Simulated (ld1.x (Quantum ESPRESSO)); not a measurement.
Pseudopotential generation for barium: TM, LDA (PZ), scalar-relativistic.

ld1.x (Quantum ESPRESSO) 7.5 input, shortened:

```
&input
   title='Ba', zed=56., rel=1, dft='PZ', iswitch=3,
   config='[Xe] 5d0 6s2 6p0'
 /
 &inputp
   pseudotype=2, tm=.true., lloc=0,
   nlcc=.false.
 /
3
6P  2  1   0.00   0.00  4.20  4.20  0.0
5D  3  2   0.00   0.00  2.90  2.90  0.0
6S  1  0   2.00   0.00  3.50  3.50  0.0
 &test
   configts(1)='5d0 6s2 6p0'
 /
```

(1) Estimate the cutoffs (Ry, on a coarse ladder) from which the occupation-weighted sum of valence levels, in a spherical-Bessel basis at the reference potential, stays within 10 and 1 mRy of its value at 400 Ry.

(2) Does the potential have ghost states?

(3) Tests: 5d0 6s1 6p0; 5d0 6s1.5 6p0; 5d0 6s1 6p1; 5d0 6s0 6p1; 5d1 6s1 6p0; 5d1 6s0 6p0; 5d0 6s0 6p2. Which has the largest error in its energy relative to the reference configuration, and how large is it?

## Answers

(1) 6 Ry and 8 Ry.

(2) No extra level below or beside the all-electron valence levels (p, d, s, f tested).

(3) 5d1 6s0 6p0, with +262 meV (all-electron minus pseudo) on +6.27 eV.
